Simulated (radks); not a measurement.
Correlation energies from several functionals, in hartree. Species: Pr57+ [He]; Ba2+ [Xe]. All-electron calculation, non-relativistic Kohn-Sham, exchange-only PBE, spin-polarised, spherical densities, point nucleus. Program: a radial shooting solver on a logarithmic mesh with Libxc functionals. Every spin shell is full or empty, so the densities are truly spherical. Functionals are evaluated on that one density, not self-consistently.

functional      Pr57+     Ba2+
PW92         -0.30707  -5.2960
VWN5         -0.30767  -5.3186
PZ           -0.30878  -5.2968
Chachiyo     -0.30636  -5.2291
PBEsol      -0.063112  -3.3603
P86          -0.26786  -3.3741
PW91        -0.077585  -3.2135
AM05         -0.26745  -4.9427
OP (B88)    -0.083599  -2.7187
TPSS        -0.049223  -2.9765
B95          -0.11118  -3.6554
